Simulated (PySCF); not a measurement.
# Vertical excitation energies

Species: C₄H₁₀B₂OS.
Geometry (GFN2-xTB, Å), atoms numbered from 1 in this order:
```xyz
18
C4H10B2OS angstrom
B      1.431    2.131   -0.371
O      0.734    1.035   -0.356
B      0.036   -0.071   -0.336
S      0.912   -1.656   -0.090
C      2.645   -1.102    0.028
C     -1.530   -0.082   -0.530
C     -2.195    1.055   -0.723
C     -2.252   -1.398   -0.496
H      1.621    2.712    0.639
H      1.868    2.526   -1.395
H      3.256   -1.995    0.108
H      2.772   -0.481    0.910
H      2.910   -0.544   -0.865
H     -3.265    1.081   -0.864
H     -1.690    2.007   -0.748
H     -2.100   -1.879    0.469
H     -1.844   -2.066   -1.253
H     -3.318   -1.269   -0.669
```

Theory: TDDFT CAM-B3LYP/def2-SVPD, vertical, gas phase, core orbitals frozen in the response in PySCF.

```
state  E (eV)  λ (nm)  ν̃ (cm⁻¹)       f     main configurations (H = HOMO, L = LUMO)
   S1    5.66   219.1      45630   0.233                                    H→L (90%)
   S2    5.66   218.9      45670   0.014    H→L+1 (37%), H-1→L+1 (28%), H-3→L+1 (26%)
   S3    6.15   201.7      49590  0.0004                                  H-2→L (74%)
   S4    6.20   199.9      50030   0.175                                  H-1→L (97%)
   S5    6.26   197.9      50520   0.011        H→L+2 (56%), H→L+4 (13%), H-2→L (11%)
   S6    6.38   194.5      51430  0.0000    H→L+1 (56%), H-1→L+1 (30%), H-3→L+1 (10%)
   S7    6.80   182.5      54810   0.026        H→L+3 (44%), H→L+2 (21%), H→L+7 (11%)
   S8    7.09   174.9      57190   0.026  H-3→L+1 (34%), H-1→L+2 (23%), H-1→L+1 (22%)
```

Triplets, Tamm–Dancoff:

```tsv
state	E (eV)	λ (nm)	main configurations (H = HOMO, L = LUMO)
T1	3.86	321.1	H-1→L (66%), H→L (21%)
T2	4.89	253.6	H→L (71%), H-1→L (19%)
T3	5.25	236.1	H-3→L+1 (42%), H-1→L+1 (28%), H→L+1 (23%)
```

The lowest singlet lies at 5.66 eV (219 nm, ultraviolet) and is strong; its leading configuration is HOMO→LUMO (90%). The lowest level is also the most intense of those listed (f = 0.233). S1/S2 lie within about 0.01 eV of each other. Löwdin shares by element: HOMO sulfur 60%, carbon 14% or more, boron 9% or more (atoms not listed hold the other 16%); LUMO carbon 45% or more, boron 20% or more, sulfur 11% (atoms not listed hold the other 25%). The listed states span 1.43 eV, and the widest gap between neighbours is 0.49 eV (S2 to S3). Orbital energies (eV): HOMO-3 -10.49, HOMO-2 -9.82, HOMO-1 -8.95, HOMO -8.40, LUMO 0.08, LUMO+1 0.25, LUMO+2 0.85. Weighted by f, the mean energy of these states is 6.01 eV. Only the lowest 8 singlets were computed, as vertical energies without vibronic structure.

One conformer stands for the species.
